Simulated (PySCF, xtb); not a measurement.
C₂H₈BFN₂, SMILES B(N)([C@@H](F)C)N. One conformer was computed; it need not be the lowest.

Harmonic wavenumbers (cm⁻¹) from xtb with GFN2-xTB at its own minimum, in rising order: 38, 171, 183, 224, 311, 390, 395, 441, 476, 491, 530, 556, 706, 815, 891, 903, 1004, 1062, 1109, 1238, 1289, 1303, 1394, 1418, 1481, 1497, 1536, 1543, 2889, 3022, 3042, 3050, 3512, 3519, 3555, 3563.

Task: What does PBE-D3(BJ)/def2-SVP in PySCF give at its own minimum? (Estimate from the structure and the level; the computed values follow.)

Result: 45, 192, 216, 254, 284, 326, 363, 398, 441, 462, 589, 605, 711, 823, 874, 896, 973, 1048, 1091, 1203, 1291, 1328, 1334, 1391, 1403, 1427, 1530, 1560, 2929, 2966, 3057, 3063, 3528, 3537, 3635, 3638. Paired by order, the mean absolute difference is 32 cm⁻¹ and the zero-point energies are 70.8 and 70.6 kcal/mol.
